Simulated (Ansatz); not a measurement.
Reactions of CH₅ClSSi, SMILES `C[SiH](S)Cl`.

Program: Ansatz. Geometries: PBE0-D4/def2-TZVP. ΔE: electronic, gas phase. CCSD(T)/CBS is the MP2 limit (def2-TZVPP, def2-QZVPP) plus CCSD(T) − MP2 in def2-TZVPP, frozen cores. This one scheme is used for every species, atoms too. Functionals use def2-TZVPP. Open shells (•) are unrestricted, without spin–orbit coupling. One conformer a species, not always the lowest.

```
                                                             reaction  PBE-D4 (kJ/mol)  ωB97X-V (kJ/mol)  B2PLYP (kJ/mol)  CCSD/CBS(def2) (kJ/mol)  CCSD(T)/CBS(def2) (kJ/mol)
                          `C[SiH](S)Cl` + `BN` → `BN[SiH](C)Cl` + H₂S               21                10               10                        7                           8
                             `C[SiH](S)Cl` + H₂O → `C[SiH](O)S` + HCl                5                -2               -4                        0                           2
                     `C[SiH](S)Cl` + `[OH]`• → `C[SiH]([S])Cl`• + H₂O             -135              -121             -129                     -129                        -131
                           `C[SiH](S)Cl` + H• → `C[SiH]([S])Cl`• + H₂              -56               -59              -68                      -67                         -63
                         `C[SiH](S)Cl` + CH₃NH₂ → `CN[SiH](C)S` + HCl               50                48               49                       47                          47
                             `C[SiH](S)Cl` + H₂S → `C[SiH](S)S` + HCl               33                40               41                       40                          38
               `C[SiH](S)Cl` + `CC(C)CO` → `C[Si](O)(S)Cl` + `CC(C)C`             -187              -192             -198                     -199                        -198
`C[SiH](S)Cl` + `B[SiH](O)[SiH3]` → `C[SiH](O)S` + `B[SiH]([SiH3])Cl`              -16               -18              -18                      -19                         -18
                         `C[SiH](S)Cl` + CH₃OH → `CO[SiH](S)Cl` + CH₄              -94              -103             -106                     -103                        -103
                      `C[SiH](S)Cl` → `[CH2]` (triplet) + `S[SiH2]Cl`              495               498              477                      477                         489
```

Largest T1 diagnostic: 0.014, for `B[SiH](O)[SiH3]`.
